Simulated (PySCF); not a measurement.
# Excitation energy of Pt by level of theory

Pt [Xe] 4f14 5d9 6s1 (3D) → Pt [Xe] 4f14 5d10 (1S), as a difference of total energies. Computed with PySCF 2.14 in aug-cc-pwCVTZ-PP with ECP60MDF (8s8p7d4f3g, 122 functions), with scalar relativity through the core potential. Correlated levels: valence: 5s2 5p6 frozen; valence and next inner shell: nothing frozen outside the core potential. The calculations carry no spin-orbit coupling.

```json
{"method": "UHF", "excitation energy (eV)": "1.070"}
{"method": "LDA", "excitation energy (eV)": "0.424"}
{"method": "PBE", "excitation energy (eV)": "0.497"}
{"method": "PBE0", "excitation energy (eV)": "0.527"}
{"method": "r2SCAN", "excitation energy (eV)": "0.852"}
{"method": "revPBE", "excitation energy (eV)": "0.501"}
{"method": "HSE06", "excitation energy (eV)": "0.536"}
{"method": "PBEsol", "excitation energy (eV)": "0.496"}
{"method": "MP2 (valence)", "excitation energy (eV)": "0.212"}
{"method": "SCS-MP2 (valence)", "excitation energy (eV)": "0.163"}
{"method": "MP2 (valence and next inner shell)", "excitation energy (eV)": "0.323"}
{"method": "SCS-MP2 (valence and next inner shell)", "excitation energy (eV)": "0.300"}
```

Errors of the correlated levels include the incompleteness of this basis and the frozen core.

Task: Which method comes closest to the reference value, and which is furthest?

Result: The reference is 0.239 eV (measured; NIST levels, between the centres of gravity of the two terms). Closest: MP2 (valence) (error -0.027 eV); furthest: UHF (error 0.831 eV).
